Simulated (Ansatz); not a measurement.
Geometry optimisation of CH5NOSeSi, SMILES `NC1O[SiH2][Se]1`.

```yaml
crystal:
  periodic: [false, false, false]
  atoms:
    - {symbol: N, position_ang: [-1.085103, -1.344852, 0.723507]}
    - {symbol: C, position_ang: [-0.420917, -0.638193, -0.289616]}
    - {symbol: O, position_ang: [0.948766, -0.267422, -0.014361]}
    - {symbol: Si, position_ang: [0.954991, 1.411024, -0.317203]}
    - {symbol: Se, position_ang: [-1.297481, 1.200086, -0.622162]}
    - {symbol: H, position_ang: [-0.765334, -2.318888, 0.791162]}
    - {symbol: H, position_ang: [-1.000882, -0.883213, 1.636774]}
    - {symbol: H, position_ang: [-0.463784, -1.211002, -1.238471]}
    - {symbol: H, position_ang: [1.442447, 2.215504, 0.857329]}
    - {symbol: H, position_ang: [1.770398, 1.785756, -1.524059]}
basis:
  gaussian: {orbitals: def2-TZVP}
hamiltonian: {xc: pbe0, dispersion: d4}
relax: {f_tol: 0.005, max_steps: 150}
```

```sh
$ ansatz run in.yaml --threads 4 --pin off --events-out ev --progress --plain --max-ram 10444MiB
```

Shortened log:

```
Functional definition: PBE0
mean field -77869.80398253 eV, -2861.6625143089 hartree, gradient 3.6e-5 eV, S^2 0.000000; 0 other end points of the search recorded, 0 dependent functions left out
relax step   1: F+E_penalty+E_count = -77870.03008833 eV  Δ(F+E_penalty+E_count) = +0.000e0 eV  max|allowed force component| = 8.819e-1 eV/Å  Δτ_max = 0.0000 Å  (30 SCF iters, accepted)
mean field -77869.85763257 eV, -2861.6644859118 hartree, gradient 1.0e-5 eV, S^2 0.000000; 0 other end points of the search recorded, 0 dependent functions left out
relax step   2: F+E_penalty+E_count = -77870.08514694 eV  Δ(F+E_penalty+E_count) = -5.506e-2 eV  max|allowed force component| = 6.002e-1 eV/Å  Δτ_max = 0.0330 Å  (34 SCF iters, accepted)
mean field -77869.86804191 eV, -2861.6648684480 hartree, gradient 1.0e-5 eV, S^2 0.000000; 0 other end points of the search recorded, 0 dependent functions left out
relax step   3: F+E_penalty+E_count = -77870.09618475 eV  Δ(F+E_penalty+E_count) = -1.104e-2 eV  max|allowed force component| = 9.811e-2 eV/Å  Δτ_max = 0.0219 Å  (34 SCF iters, accepted)
mean field -77869.86845494 eV, -2861.6648836265 hartree, gradient 1.0e-5 eV, S^2 0.000000; 0 other end points of the search recorded, 0 dependent functions left out
relax step   4: F+E_penalty+E_count = -77870.09666061 eV  Δ(F+E_penalty+E_count) = -4.759e-4 eV  max|allowed force component| = 6.569e-2 eV/Å  Δτ_max = 0.0427 Å  (33 SCF iters, accepted)
mean field -77869.86905578 eV, -2861.6649057069 hartree, gradient 1.0e-5 eV, S^2 0.000000; 0 other end points of the search recorded, 0 dependent functions left out
relax step   5: F+E_penalty+E_count = -77870.09722897 eV  Δ(F+E_penalty+E_count) = -5.684e-4 eV  max|allowed force component| = 1.501e-2 eV/Å  Δτ_max = 0.0133 Å  (34 SCF iters, accepted)
mean field -77869.86909426 eV, -2861.6649071211 hartree, gradient 1.0e-5 eV, S^2 0.000000; 0 other end points of the search recorded, 0 dependent functions left out
relax step   6: F+E_penalty+E_count = -77870.09729294 eV  Δ(F+E_penalty+E_count) = -6.397e-5 eV  max|allowed force component| = 1.161e-2 eV/Å  Δτ_max = 0.0059 Å  (35 SCF iters, accepted)
mean field -77869.86910970 eV, -2861.6649076886 hartree, gradient 1.0e-5 eV, S^2 0.000000; 0 other end points of the search recorded, 0 dependent functions left out
relax step   7: F+E_penalty+E_count = -77870.09731224 eV  Δ(F+E_penalty+E_count) = -1.930e-5 eV  max|allowed force component| = 1.021e-2 eV/Å  Δτ_max = 0.0034 Å  (35 SCF iters, accepted)
mean field -77869.86911234 eV, -2861.6649077853 hartree, gradient 1.0e-5 eV, S^2 0.000000; 0 other end points of the search recorded, 0 dependent functions left out
relax step   8: F+E_penalty+E_count = -77870.09731820 eV  Δ(F+E_penalty+E_count) = -5.962e-6 eV  max|allowed force component| = 5.179e-3 eV/Å  Δτ_max = 0.0021 Å  (35 SCF iters, accepted)
mean field -77869.86910702 eV, -2861.6649075900 hartree, gradient 1.0e-5 eV, S^2 0.000000; 0 other end points of the search recorded, 0 dependent functions left out
relax step   9: F+E_penalty+E_count = -77870.09731926 eV  Δ(F+E_penalty+E_count) = -1.064e-6 eV  max|allowed force component| = 3.607e-3 eV/Å  Δτ_max = 0.0010 Å  (35 SCF iters, accepted)
mean field -77869.86910702 eV, -2861.6649075900 hartree, gradient 1.0e-5 eV, S^2 0.000000; 1 other end points of the search recorded, 0 dependent functions left out
Total energy: -77870.09734959 eV, -2861.6732953496 hartree
Atom 0 at    -1.068784    -1.333094     0.717232 Å, force    -0.000145     0.002432     0.001140 eV/Å
Atom 1 at    -0.423257    -0.624259    -0.302792 Å, force     0.000834    -0.001712    -0.003607 eV/Å
Atom 2 at     0.942074    -0.263495    -0.042836 Å, force     0.000099     0.000178     0.000370 eV/Å
Atom 3 at     0.947537     1.377246    -0.309066 Å, force    -0.000190     0.000618     0.000160 eV/Å
Atom 4 at    -1.282112     1.178832    -0.607075 Å, force    -0.000126     0.000674     0.000089 eV/Å
Atom 5 at    -0.703284    -2.272629     0.814106 Å, force     0.000399    -0.000451     0.000222 eV/Å
Atom 6 at    -1.030729    -0.848749     1.604438 Å, force    -0.000911    -0.001699     0.001365 eV/Å
Atom 7 at    -0.466811    -1.191983    -1.232554 Å, force    -0.000312    -0.000071     0.000342 eV/Å
Atom 8 at     1.424730     2.158039     0.860153 Å, force     0.000145     0.000055    -0.000027 eV/Å
Atom 9 at     1.743736     1.768893    -1.498707 Å, force     0.000206    -0.000025    -0.000055 eV/Å
Dipole moment:     0.177166    -0.155040     0.139203 e Å
```

Run time 36 s (4 threads of an Arm Neoverse V2 on a shared host); peak host memory 0.65 GiB.
